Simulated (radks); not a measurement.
Valence configurations of B II (all share [He]). All-electron calculation, non-relativistic Kohn-Sham, r2SCAN, spin-polarised, spherical densities, point nucleus; open shells are filled with parallel spins first; meta-GGA in the generalised Kohn-Sham scheme. Program: a radial shooting solver on a logarithmic mesh with Libxc functionals. Energies are relative to 2s2; eigenvalues in eV for spin up.

valence      E (eV)  moment (Bohr magnetons)    e(2p)    e(2s)
2s2           0.000                        0        -  -19.726
2s1 2p1       4.089                        2  -14.574  -21.529
2p2          10.945                        2  -14.708        -
2s0.5 2p1.5   7.544                        2  -14.653  -21.514
2s1.5 2p0.5   2.775                        1  -13.967  -20.911

NIST lists [He] 2s2 as the ground configuration; this level of theory agrees among the configurations tried. The energies are those of spherical high-spin densities, not of single terms.
